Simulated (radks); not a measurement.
Fractional charge and spin in the 3s shell of aluminium: the spin-up occupation runs from 0 to 1 and the spin-down occupation from 0 to 1; the fullest corner is Al, [Ne] 3p(up 0.5, down 0.5) 3s(up 1, down 1). Method: scalar-relativistic Kohn-Sham, BLYP, spin-polarised, spherical densities, finite nucleus; Fermi nuclear charge, rms radius of each element as measured or else 0.836 A^(1/3) + 0.57 fm; computed with a radial shooting solver on a logarithmic mesh with Libxc functionals. Energy (eV) above the fullest corner. The planes named below are the two flat planes that join the four corners, with an edge along up + down = one added electron.

\begin{tabular}{lrrr}
down \ up & 0 & 0.5 & 1 \\ \hline
0 & 31.454 & 20.255 & 11.198 \\
0.5 & 20.255 & 11.468 & 4.681 \\
1 & 11.198 & 4.681 & 0.000 \\
\end{tabular}

Corners above the fullest one (they belong to Al+ and the next ion): (up 1, down 0) 11.198 eV, (up 0, down 1) 11.198 eV, (up 0, down 0) 31.454 eV. With half an added electron in each spin the energy lies 0.269 eV from the planes, and with half an added electron in spin up alone -1.071 eV. The planes are only a guide here: the flat-plane condition holds for ground states with one frontier orbital, while this shell lies below other occupied shells, so the corners above the fullest one are inner-hole states and not the ground states of those ions.
